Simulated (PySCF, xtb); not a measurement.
CClF3. Atoms are numbered in the order given.

```xyz
5

F      1.0776     0.6222     0.8118
C      0.0000     0.0000     0.3559
F      0.0000    -1.2443     0.8118
F     -1.0776     0.6222     0.8118
Cl     0.0000     0.0000    -1.4150
```
Charge 0, spin multiplicity 1.

The structure is a stationary point at r2SCAN-D4/def2-SVP.

Calculation: IEF-PCM-PBE0/def2-SVP (PySCF 2.14.0).

The values are the electrostatic part of the solvation free energy, E(continuum) − E(gas) at the gas-phase geometry, in a cavity of scaled van der Waals radii (PySCF's table); cavitation and dispersion terms are not included. In vacuum the orbital gap is 10.58 eV. The dipole moment in vacuum is 0.25 D.

```csv
solvent,ε,ΔG(elec) (kcal/mol),dipole (D),gap (eV)
water,78.36,-0.6,0.27,10.60
ethylethanoate,5.99,-0.4,0.27,10.60
"N,N-dimethylformamide",37.22,-0.6,0.27,10.60
```

For comparison, GFN2-xTB/ALPB(water) (xtb, at the GFN2-xTB geometry, all terms of that model) gives 1.7 kcal/mol.
